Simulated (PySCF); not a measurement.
Do core-level shifts follow atomic charges?

C5H13B2N.
Atom-mapped SMILES: `[BH2:1][CH2:2][BH:3][N:4]1[CH2:5][CH2:6][CH2:7][CH2:8]1`

Geometry (PBE0-D3(BJ)/def2-SVP, Å), atoms numbered from 1 in this order:
```
atom  x, y, z in Å
B1     3.460   -0.495   -0.613
C2     2.987   -1.522    0.433
B3     1.965   -0.602    1.245
N4     0.629   -0.479    0.864
C5    -0.358    0.342    1.568
C6    -1.705   -0.196    1.101
C7    -1.409   -0.583   -0.344
C8    -0.010   -1.184   -0.251
H9     2.889   -0.378   -1.678
H10    4.357    0.282   -0.369
H11    2.453   -2.384    0.004
H12    3.777   -1.832    1.132
H13    2.332    0.041    2.204
H14   -0.251    1.403    1.279
H15   -0.214    0.282    2.656
H16   -1.980   -1.090    1.685
H17   -2.517    0.537    1.206
H18   -1.393    0.319   -0.978
H19   -2.141   -1.279   -0.777
H20    0.567   -1.067   -1.180
H21   -0.064   -2.266   -0.033
```

Binding energies: delta-SCF UKS SCAN, pcX-2 on the ionised atom, pcseg-1 elsewhere, spin-free X2C (PySCF 2.14.0). Charges: PBE0/pcSseg-1 ground-state density, for the ionised atom.

| atom | environment | C 1s (eV) | Mulliken (e) | IAO (e) | Hirshfeld (e) | ESP (e) |
| --- | --- | --- | --- | --- | --- | --- |
| C2 | sp3 carbon bound to boron | 289.32 | -0.590 | -0.533 | -0.212 | -0.296 |
| C6 | ring CH2 carbon | 290.79 | -0.259 | -0.259 | -0.069 | -0.020 |
| C5 | sp3 carbon bound to nitrogen | 291.42 | +0.054 | -0.143 | -0.016 | -0.150 |

Problem. How well does each charge scheme correlate with the binding energies over these sites?

Solution. IAO: r = 1.00, slope 5.4 eV per e; Hirshfeld: r = 1.00, slope 10.6 eV per e; Mulliken: r = 0.98, slope 3.3 eV per e; ESP: r = 0.71, slope 5.5 eV per e. On 3 points no scheme stands out.

Problem. The point-charge model writes a binding energy as kq + V + constant, with V the potential of the other atoms' charges at the site. What does it give with the Hirshfeld charges?

Solution. V = Σ 14.40 eV Å × q/r over all other atoms: +2.28 eV at C2, +1.04 eV at C6, +0.26 eV at C5. Fitting binding energy − V to q gives k = 20.5 eV per e and leaves an rms residual of 0.13 eV, against 0.03 eV for the fit on q alone. The model has no term for differences in relaxation between sites.

The structure is a single PBE0-D3(BJ)/def2-SVP conformer in the gas phase; no vibrational or solvent corrections.
